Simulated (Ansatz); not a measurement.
`C[CH2][AlH][OH]` + BH₃ → `[BH2][AlH][OH]` + `CC` at 298.15 K and 1 bar (formal exchange of groups at the Al–C bond).

Program: Ansatz. Geometries: PBE0-D4/def2-TZVP. ΔE: electronic, gas phase. CCSD(T)/CBS adds triple-zeta CCSD(T) − MP2 to the extrapolated MP2 energy (def2 sets, frozen cores). This one scheme is used for every species. One conformer a species, not always the lowest.

```json
{"species": "`C[CH2][AlH][OH]`", "CCSD(T)/CBS energy (Eh)": "-397.56357", "H − E (kJ/mol)": "243.2", "S (J/(mol·K))": "333.7"}
{"species": "BH₃", "CCSD(T)/CBS energy (Eh)": "-26.55200", "H − E (kJ/mol)": "78.7", "S (J/(mol·K))": "188.3"}
{"species": "`[BH2][AlH][OH]`", "CCSD(T)/CBS energy (Eh)": "-344.39123", "H − E (kJ/mol)": "121.0", "S (J/(mol·K))": "298.3"}
{"species": "`CC`", "CCSD(T)/CBS energy (Eh)": "-79.71954", "H − E (kJ/mol)": "207.7", "S (J/(mol·K))": "227.7"}
```

H − E and S are ideal-gas, rigid-rotor, harmonic terms from PBE0-D4/def2-TZVP, for one conformer and one mirror image of each species. 1 Eh = 2625.50 kJ/mol, R = 8.31446 J/(mol·K).

Question: By hand: ΔE, ΔH, ΔS and ΔG.

Answer: ΔE = (-344.39123) + (-79.71954) − (-397.56357) − (-26.55200) = 0.00480 Eh = 12.6 kJ/mol. Δ(H − E) = 121.0 + 207.7 − 243.2 − 78.7 = 6.8, so ΔH = 19.4 kJ/mol. ΔS = 298.3 + 227.7 − 333.7 − 188.3 = 4.0 J/(mol·K). ΔG = 19.4 − 298.15 × (4.0)/1000 = 18.2 kJ/mol.

Question: By hand: the equilibrium constant, and the temperature at which ΔG would vanish if ΔH and ΔS stayed fixed.

Answer: log₁₀ K = −ΔG/(RT ln 10) = -3.2. ΔG = 0 at ΔH/ΔS = 4850 K, far beyond where these terms or the molecules hold.

The number of gas molecules stays the same, so ΔS is small and ΔH decides. A doubt of 5 kJ/mol in ΔE shifts log₁₀ K by 0.9 here. Other conformers and mirror images would add mixing entropy, several J/(mol·K) or more a flexible species. These are equilibria of isolated gas molecules and say nothing of rates. Largest T1 diagnostic: 0.012 (customary marks: 0.02 for closed shells, 0.045 for open ones).
